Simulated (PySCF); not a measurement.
PySCF job for C2H3N, SMILES CC#N, PBE0/pcJ-1. The structure is a stationary point at B3LYP-D3(BJ)/def2-TZVP.

```python
import numpy as np
from pyscf import gto, scf, dft
from pyscf.prop.ssc import rks as ssc

mol = gto.M(
    atom='''
    C    -0.00000000    0.00000000   -1.17390779
    C    -0.00000000   -0.00000000    0.28049109
    N     0.00000000    0.00000000    1.42983910
    H     0.88637852    0.51175088   -1.54945785
    H    -0.00000000   -1.02350175   -1.54945785
    H    -0.88637851    0.51175087   -1.54945784
    ''',
    basis='pcJ-1',
    charge=0,
    spin=0,
    max_memory=1600,
    verbose=3,
)
mf = dft.RKS(mol, xc='pbe0')
mf.grids.level = 3
mf.conv_tol = 1e-10
mf.max_cycle = 100
mf.kernel()
j = ssc.SSC(mf)
j.with_fcsd = True
j.max_cycle_cphf = 80
j.conv_tol = 1e-7
e11 = j.kernel()
```

Output:

```
converged SCF energy = -132.595618263282
Reduced spin-spin coupling constant K (Hz)
               #0        #1        #2        #3        #4
        0 C    0.00000
        1 C   32.91431   0.00000
        2 N   -3.95196  24.24833   0.00000
        3 H   16.92902  -1.37894   0.46110   0.00000
        4 H   16.92913  -1.37887   0.46117  -0.57444   0.00000
        5 H   16.92895  -1.37896   0.46102  -0.57442  -0.57442
               #5
        5 H    0.00000
Spin-spin coupling constant J (Hz)
               #0        #1        #2        #3        #4
        0 C    0.00000
        1 C   64.95736   0.00000
        2 N   -2.24161  13.75397   0.00000
        3 H  132.84062 -10.82045   1.03991   0.00000
        4 H  132.84145 -10.81987   1.04006 -17.92240   0.00000
        5 H  132.84003 -10.82062   1.03973 -17.92185 -17.92191
               #5
        5 H    0.00000
```

Self-consistency was reached.
